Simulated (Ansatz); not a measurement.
Abridged output of a molecular run in Ansatz:

```
Functional definition: HF
1687 factors; integrals over basis functions are off by at most 9.2e-4 eV
mean field evaluation 1: about -14113.1427 eV, gradient 3.7e1 eV
mean field evaluation 2: about -14113.5497 eV, gradient 3.8e1 eV
mean field evaluation 4: about -14117.5565 eV, gradient 4.2e0 eV
mean field evaluation 8: about -14117.6256 eV, gradient 3.1e-1 eV
mean field -14117.62629968 eV, -518.8131972424 hartree, gradient 4.0e-6 eV, S^2 0.000000; 0 other end points of the search recorded, 0 dependent functions left out
10 core orbitals not correlated: weight in the atoms' cores, before any rotation towards them, 1.000 or more for the frozen orbitals, at most 0.000 for the correlated occupied ones
reference -14117.62629968 eV, -518.8131972424 hartree; 16, 16 occupied and 255, 255 virtual orbitals, 1687 factors
second order -26.63880156 eV of doubles, -0.00000000 eV of singles
cycle   1  -26.82568398 eV  change   -1.9e-1 eV  update   1.2e-1
cycle   2  -27.55483730 eV  change   -7.3e-1 eV  update   4.0e-2
cycle   3  -27.73565407 eV  change   -1.8e-1 eV  update   2.2e-2
cycle   4  -27.72313528 eV  change    1.3e-2 eV  update   6.0e-3
cycle   5  -27.72064621 eV  change    2.5e-3 eV  update   2.9e-3
cycle   6  -27.72204912 eV  change   -1.4e-3 eV  update   8.4e-4
cycle   7  -27.72161291 eV  change    4.4e-4 eV  update   3.6e-4
cycle   8  -27.72147480 eV  change    1.4e-4 eV  update   1.3e-4
cycle   9  -27.72153153 eV  change   -5.7e-5 eV  update   5.2e-5
cycle  10  -27.72152326 eV  change    8.3e-6 eV  update   2.4e-5
perturbative correction -1.32453243 eV, -0.0486756690 hartree
Total energy: -14146.67235536 eV, -519.8806201007 hartree
```

Its atoms:

```xyz
12

C     1.4967    1.3575    0.7990
C     0.6454    0.4605    0.3209
O     1.0608   -0.8627    0.2220
C     0.1016   -1.6808   -0.2801
C    -1.1062   -1.2296   -0.6331
Si   -1.1334    0.5793   -0.3020
H     1.1994    2.3937    0.8867
H     2.4987    1.0835    1.1110
H     0.4561   -2.7039   -0.3444
H    -1.8453   -1.9100   -1.0294
H    -2.0902    1.0468    0.7362
H    -1.2837    1.4657   -1.4869
```

**Question.** Which basis set was used?
A. cc-pV(D+d)Z
B. def2-SVPD
C. def2-TZVPP
D. def2-QZVPP

**Answer.** C. It gives 281 functions.

**Question.** Write the keys of the input that set method, charge and spin (a neutral closed shell needs none for the last two).

**Answer.** 
```yaml
correlation: {method: ccsd_t}
```
